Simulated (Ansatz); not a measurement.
```yaml
crystal:
  periodic: [true, true, true]
  atoms:
    - {symbol: O, position_ang: [-0.951341, -1.271898, 0.451982]}
    - {symbol: W, position_ang: [0.126932, 0.177006, 0.008449]}
    - {symbol: F, position_ang: [0.932086, -0.062983, 1.608152]}
    - {symbol: Cl, position_ang: [-0.784528, -0.081004, -2.371356]}
    - {symbol: Cl, position_ang: [1.663357, 2.166855, -0.424235]}
    - {symbol: Cl, position_ang: [-1.421044, 1.706900, 0.374093]}
    - {symbol: Cl, position_ang: [1.885108, -1.322151, -0.792233]}
    - {symbol: H, position_ang: [-0.808950, -1.801489, 1.589409]}
basis:
  gaussian: {orbitals: x2c-TZVPPall}
hamiltonian: {xc: {name: PBE0-DH}}
```

```sh
$ ansatz run in.yaml --threads 4 --pin off --events-out ev --progress --plain --max-ram 11315MiB
```

Task: How does Ansatz answer? (Best estimate.)

Result: Computed: The input was rejected before any iteration.
```
Error: YAML parse error: error: line 2 column 3: crystal: missing field `lattice` (a structure is typed as `lattice` and `atoms`, a molecule's as `atoms` in Å alone, or read from a run's directory, `checkpoint`)
 --> <input>:2:3
1 | crystal:
2 |   periodic: [true, true, true]
3 |   atoms:
4 |     - {symbol: O, position_ang: [-0.951341, -1.271898, 0.451982]}
```
